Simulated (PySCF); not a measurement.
H4Al (SMILES [AlH4-]), charge -1, singlet, geometry from GFN2-xTB (such geometries of metal compounds can be far from the true shape). Base run: CAMB3LYP/6-31G, TDA (PySCF).

Input for PySCF:
```python
from pyscf import gto, scf, dft, tdscf

mol = gto.M(
    atom='''
Al    0.00000000    0.00000000    0.00000000
H     1.18053819   -0.18487477    1.10520713
H    -1.20484790    0.89002915    0.63680575
H    -0.57385632   -1.46106504   -0.43047623
H     0.59816603    0.75591066   -1.31153666
''',
    basis='6-31g',
    charge=-1,
    verbose=4,
)

mf = dft.RKS(mol)
mf.xc = 'camb3lyp'
mf.kernel()
td = mf.TDA()
td.nstates = 5
td.kernel()
td.analyze()
```

The base run was repeated with changes; each row names its change, and settings that it needs were set with it.

```csv
change,first excitation (eV),oscillator strength of the first,second (eV)
base,7.79,0.000,7.79
nstates = 15,7.79,0.000,7.79
basis = 6-31G*,7.68,0.000,7.68
states = triplets,7.16,-,7.26
conv_tol = 1e-3,7.79,0.000,7.79
guess vectors = 13 for 5 states,7.79,0.000,7.79
functional = bhandhlyp,8.00,0.000,8.00
basis = def2-TZVP,7.28,0.000,7.28
functional = pbe0,7.61,0.000,7.61
functional = b3lyp,7.49,0.000,7.49
functional = lc_wpbe,8.27,0.000,8.27
```

An iterative solver can miss low states, so a row lists the states that it found.
